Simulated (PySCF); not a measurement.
# A thermochemical cycle for LiCd

PBE in PySCF with def2-TZVP on every atom (core potentials on Cd), for the lowest determinant that a PBE0 search found; no spin–orbit coupling. LiCd, a doublet (σ ↑), has De = 0.20 eV to neutral atoms, and LiCd⁺, a singlet (closed shell), has De = 0.67 eV to Li⁺ + Cd.

At the same level the Li atom ionises at 5.59 eV.

**Question.** What is the adiabatic ionisation energy of the molecule, and does ionisation strengthen or weaken the bond?

**Answer.** IE = IE(Li) + De(neutral) − De(ion) = 5.59 + 0.20 − 0.67 = 5.12 eV. De changes by +0.47 eV, so ionisation strengthens the bond.

Closed-shell solutions of metal pairs were not tested for spin polarisation, which can lower them a little. Weak bonds: LiCd. Basis-set superposition, not corrected here, can be much of De in a small basis, most of all at correlated wavefunction levels. For an ion De counts to the pair picked by the measured ionisation energies or electron affinities, which need not be the lowest pair at this level. States were picked by a PBE0 search and need not be the measured ground states.
